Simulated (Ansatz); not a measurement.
Reaction (substitution at a C–Al bond): `[CH3][Al]([Br])[Br]` + `OB(Cl)Cl` → `COB(Cl)Cl` + `[Br][AlH][Br]`

Program: Ansatz. Geometries: PBE0-D4/def2-TZVP. ΔE: electronic, gas phase. CCSD(T)/CBS is the MP2 limit (def2-TZVPP, def2-QZVPP) plus CCSD(T) − MP2 in def2-TZVPP, frozen cores. This one scheme is used for every species. DFT in def2-TZVPP. For Br outer-core shells are correlated without core-valence functions, which leaves a few kJ/mol of doubt a bond. Scalar relativity is left out up to krypton. Each species was taken in one conformer, which may not be the lowest.

CCSD(T)/CBS gives +103.4 kJ/mol.

(1) Another level gave +105.5 kJ/mol. Which?
A. HF/def2-TZVPP
B. BLYP-D4/def2-TZVPP
C. B2PLYP/def2-TZVPP
D. r2SCAN/def2-TZVPP

Largest T1 diagnostic among the species: 0.012.

Answers

(1) D. r2SCAN 105.5, BLYP-D4 95.0, B2PLYP 100.1, HF/def2-TZVPP 88.2 kJ/mol.

Leaving LDA and LC-ωPBE aside and taking each functional with its dispersion term where it has one, the values, not all of them listed here, spread over 10.9 kJ/mol, from BLYP-D4 to r2SCAN0-D4. In def2-TZVPP, CCSD(T) changes the Hartree–Fock value by +13.1 kJ/mol (the triples alone add +0.7 kJ/mol) and MP2 by +20.0 kJ/mol. At CCSD(T), def2-SVP lies −17.3 kJ/mol from the extrapolated value and def2-TZVPP −2.1 kJ/mol.
